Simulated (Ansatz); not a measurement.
CH₆ClFSi₂, SMILES `C[SiH2][SiH](F)Cl` at its PBE0-D4/def2-TZVP geometry, where that method's forces vanish. Charge 0, multiplicity 1.

```csv
atom,x (Å),y (Å),z (Å)
C1,-0.1436,0.8769,-1.4716
Si2,0.8988,0.2388,-0.0542
Si3,-0.4100,-1.0604,1.3862
F4,-0.9706,-2.3436,0.6119
Cl5,-2.0332,0.0572,1.9708
H6,-0.9844,1.4621,-1.0938
H7,-0.5414,0.0483,-2.0609
H8,0.4513,1.5127,-2.1308
H9,1.4547,1.3543,0.7609
H10,2.0354,-0.5918,-0.5404
H11,0.2431,-1.5545,2.6219
```

(1) For each bond, give half the difference of the two atoms' forces along it (eV/Å; positive pushes the atoms apart) under PBE-D4, r2SCAN-D4, B3LYP-D4, ωB97M-V in def2-TZVPP. (Estimate.)

Results:

(1) The calculation gave: 
| bond | length (Å) | PBE-D4 | r2SCAN-D4 | B3LYP-D4 | ωB97M-V |
| --- | --- | --- | --- | --- | --- |
| C1–Si2 | 1.872 | 0.02 | 0.03 | 0.13 | 0.07 |
| C1–H6 | 1.092 | 0.11 | -0.02 | -0.05 | -0.04 |
| C1–H7 | 1.092 | 0.11 | -0.01 | -0.04 | -0.04 |
| C1–H8 | 1.092 | 0.10 | -0.02 | -0.05 | -0.05 |
| Si2–Si3 | 2.340 | -0.18 | -0.03 | 0.00 | -0.04 |
| Si2–H9 | 1.489 | 0.08 | -0.02 | -0.10 | -0.11 |
| Si2–H10 | 1.489 | 0.08 | -0.01 | -0.10 | -0.12 |
| Si3–F4 | 1.600 | 0.55 | 0.05 | 0.19 | 0.18 |
| Si3–Cl5 | 2.056 | 0.16 | 0.06 | 0.20 | 0.08 |
| Si3–H11 | 1.482 | 0.03 | -0.04 | -0.15 | -0.19 |

B3LYP here is the variant with VWN-RPA as its local correlation; programs differ in this.

All numbers were calculated with Ansatz.
